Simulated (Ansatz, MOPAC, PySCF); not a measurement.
Lewis adduct: BH3 (SMILES B) (first 4 atoms) with C2H6S (SMILES CSC); geometry from B3LYP-D3(BJ)/def2-TZVP, rigid monomers moved along the line of their centres of mass till B1···S6 is 1.77 Å.
(charge 0, multiplicity 1):
```xyz
13

B     -0.3293     0.6027     0.7595
H      0.0017    -0.2209    -0.0559
H     -1.4951     0.9039     0.7056
H      0.4334     1.5290     0.8904
C      1.5177    -0.5835     2.4692
S     -0.2553    -0.3177     2.2643
C     -0.5315     0.9564     3.5118
H      1.7209    -0.9982     3.4549
H      1.8190    -1.2920     1.7007
H      2.0435     0.3584     2.3219
H     -0.3431     0.5527     4.5050
H     -1.5734     1.2575     3.4266
H      0.1118     1.8101     3.3048
```

Monomers are frozen at their geometry in the pair; levels with a basis set take the counterpoise correction.

Cores are frozen in the correlated methods. The state that PM7 reach isn't checked; PM7 holds dispersion and hydrogen-bond terms.

The values were computed with Ansatz (a quantum-chemistry and plane-wave program); MOPAC for PM7 (differences of heats of formation); PySCF for the dispersion terms. Values without a source in brackets are computed.

What interaction energy does PBE-D4/def2-TZVPPD give?

-39.3 kcal/mol

Predict the interaction energy from CCSD(T)/aug-cc-pV(D+d)Z.

-24.2 kcal/mol

What is the computed interaction energy (PM7)?

-26.1 kcal/mol
